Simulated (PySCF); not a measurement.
All of these have the formula C5H9NO2. Level of theory: TDDFT B3LYP/def2-SVPD, vertical, gas phase, core orbitals frozen in the response (PySCF 2.14.0, density-fitted response routines). Geometries: GFN2-xTB; one conformer of each isolated species. Triplets are in the Tamm–Dancoff approximation. 'Strongest' means the level of largest summed f among the lowest 8 singlets; it needn't be the same kind of state in each.

Question: Rank by computed lowest singlet excitation energy, highest first.
A. `C=N[C@H](C)CC(=O)O`
B. `CO[C@@H]1C[C@H]1C(N)=O`
C. `COC/C=N\C(C)=O`
D. `C=C(CO)CNC=O`

Answer: B (5.73 eV), D (5.56 eV), A (4.87 eV), C (4.60 eV).

| SMILES | S1 (eV) | first f ≥ 0.01 (nm) | LUMO (eV) | f (strongest) | gap (eV) | α (au) | S1 mainly |
| --- | --- | --- | --- | --- | --- | --- | --- |
| CO[C@@H]1C[C@H]1C(N)=O | 5.73 | 185 | 0.20 | 0.16 | 7.24 | 76.1 | H→L+1 (54%) |
| C=C(CO)CNC=O | 5.56 | 189 | -0.73 | 0.12 | 6.43 | 78.4 | H-1→L (90%) |
| C=N[C@H](C)CC(=O)O | 4.87 | 185 | -0.71 | 0.06 | 6.45 | 77.1 | H→L (99%) |
| COC/C=N\C(C)=O | 4.60 | 194 | -1.05 | 0.09 | 5.94 | 76.6 | H→L (91%) |

H and L stand for HOMO and LUMO.
